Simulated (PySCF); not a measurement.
## Telling isomers of C5H11FOSi apart by NMR

Method: shieldings: GIAO PBE0/pcSseg-1, coordinates at the GFN2-xTB level, in PySCF (non-relativistic Hamiltonian, one averaged value for each set of equivalent atoms, one computed conformer, no solvent model).

References, each an isolated molecule treated in the same way: $^{1}$H (σ = 31.72 ppm), $^{13}$C (σ = 186.93 ppm) against TMS. Splittings of carbon signals by F and P are missing where no couplings were computed. Where no couplings were computed, multiplicities follow the n + 1 count of equivalent neighbours, and m marks all less simple cases (inequivalent or close neighbours, rings, F or P nearby). Shifts are as computed. Against solution values, carbons near 30 ppm lie about +3 ppm off and those near 130 ppm about +5 ppm. Of 1211 compounds with measured shifts, 218 miss one by over three times the rms of a fit or turn the order of signals round; such compounds aren't used in these exercises.

(1) Tabulate the signals of `C[C@@H]1COC[C@@H](F)[SiH2]1`, `CC/C=C/CO[SiH2]F` and their relative energies.

(2) What is the quickest way to tell C[C@@H]1COC[C@@H](F)[SiH2]1 from CC/C=C/CO[SiH2]F?

## Answers

(1) 
| SMILES | carbon types | δC | δH | E rel. (kcal/mol) |
| --- | --- | --- | --- | --- |
| C[C@@H]1COC[C@@H](F)[SiH2]1 | 2×CH 2×CH2 1×CH3 | 85.9, 78.7, 78.0, 17.4, 15.3 | 4.82 (m, 1H), 4.55 (m, 1H), 4.36 (m, 1H), 4.27 (m, 1H), 3.90 (m, 1H), 3.47 (m, 1H), 3.03 (m, 1H), 1.48 (m, 1H), 0.96 (d, 3H) | 48.4 |
| CC/C=C/CO[SiH2]F | 2×CH 2×CH2 1×CH3 | 145.5, 135.1, 65.7, 32.1, 16.8 | 6.05 (m, 1H), 5.92 (m, 1H), 4.97 (m, 2H), 4.42 (d, 2H), 2.23 (m, 2H), 1.06 (t, 3H) | 0.0 |

Energies are electronic energies at PBE0/pcSseg-1 on these geometries, without zero-point or thermal terms, each for the one conformer computed, which needn't be the lowest.

(2) Both give the same number of carbon signals, with the same numbers of each carbon type, so the positions decide. The first has an sp3 CH bonded to Si at 17.4 ppm, the second an alkene CH at 145.5 ppm. Their most deshielded carbons lie at 85.9 and 145.5 ppm. In the proton spectra the most deshielded non-exchanging signals are 4.82 (m, 1H) and 6.05 (m, 1H).
